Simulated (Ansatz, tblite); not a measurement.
Removing and adding an electron: (BeO)4 ring (Be4O4). Total charge 0; singlet. Geometry: PBE-D4/def2-SVP. Ansatz, gas phase; energy differences of separate SCF runs; the oxidised species was run as a doublet alone; the reduced species was run as a doublet alone.

```xyz
8

Be    1.517    0.719   -0.309
O     1.267    0.043   -1.574
Be   -0.004   -0.666   -1.571
O    -1.274   -1.160   -1.057
Be   -1.517   -0.719    0.309
O    -1.267   -0.044    1.574
Be    0.004    0.666    1.571
O     1.273    1.160    1.057
```

The xTB rows come from tblite.

```tsv
level	−HOMO (eV)	vertical IE (eV)	−LUMO (eV)	vertical EA (eV)	HOMO–LUMO gap (eV)	IE − EA (eV)	remarks
GFN1-xTB	11.41	14.65	6.76	3.83	4.65	10.82	–
GFN2-xTB	11.74	15.13	6.45	3.27	5.29	11.86	–
PBE-D4/def2-TZVP	6.93	9.83	1.93	–	5.00	–	–
PBE-D4/def2-TZVPD	7.00	–	1.98	0.33	5.02	–	HOMO above zero (-1 doublet)
r2SCAN-D4/def2-TZVP	7.25	10.02	1.43	–	5.82	–	–
r2SCAN-D4/def2-TZVPD	7.30	–	1.48	0.10	5.82	–	HOMO above zero (-1 doublet)
PBE0-D4/def2-TZVP	8.47	10.44	1.19	–	7.28	–	–
PBE0-D4/def2-TZVPD	8.53	–	1.25	0.12	7.28	–	HOMO above zero (-1 doublet)
```

   A HOMO above zero means that the electron is unbound at that level or that self-interaction error raises the level; the energy of removing that electron tells which. Raw xTB energy differences between charge states are shifted by several eV; the methods need an empirical correction for them.
